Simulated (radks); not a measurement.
Values are calculated unless marked as measured or tabulated.
Spherical quantum dot in the effective-mass picture: electrons in a hard-walled sphere of radius 2.56, with a point charge +1 (a donor) at the centre, all in effective atomic units (hartree* = m*/eps^2 hartree, bohr* = eps/m* bohr), one dielectric constant everywhere. Level of theory: non-relativistic Kohn-Sham, r2SCAN, spin-polarised, spherical densities, generalised Kohn-Sham scheme (a radial shooting solver with Libxc functionals). Levels are named by radial order and angular momentum (1s, 1p, 1d, 2s, ...), and open shells are averaged over m.

N = 8, configuration 1s2 1p6. This is the lowest configuration that the search found. Occupied and some empty levels:

level,occupation,eigenvalue (hartree*),<r> (bohr*)
1s,2,4.0942,1.320
1p,6,4.8576,1.589
1d,0,5.7969,1.711
2s,0,6.1040,1.197
1f,0,6.9634,1.794

Energy (hartree*): total 19.8588, kinetic 10.992, external -6.0238, Hartree 18.847, exchange-correlation -3.9562.

Electron density:

r (bohr*),n(r) (e/bohr*^3)
0.191,0.3003
0.383,0.2509
0.575,0.2383
0.767,0.2440
0.959,0.2556
1.15,0.2630
1.34,0.2573
1.53,0.2323
1.73,0.1868
1.92,0.1275
2.11,0.06763
2.30,0.02228
2.49,0.001406
